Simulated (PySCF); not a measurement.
ClRb, charge -1, multiplicity 2. Atoms are numbered in the order given.

```xyz
2

Rb     0.0000     0.0000    -0.9518
Cl     0.0000     0.0000     2.0715
```
Charge -1, spin multiplicity 2.

The structure is a stationary point at PBE-D3(BJ)/def2-TZVPD. The multiplicity is an assumed one; other spin states were not compared. The def2 effective core potentials stand for the cores of Rb; spin–orbit coupling is left out.

Method: PBE/def2-TZVPD run with PySCF.

Gas-phase values at a fixed geometry. A positive occupied level means that this level leaves the electron formally unbound; only the finite basis holds it.

Computed frontier levels, dipole moment:
The α spin, highest occupied and lowest empty level is 0.75 and 1.61 eV. The β spin, highest occupied and lowest empty level is -1.55 and 1.53 eV and the dipole moment about the centre of nuclear charge comes out as 0.137 e·Å. The ⟨S²⟩ is 0.750 (pure state 0.75).
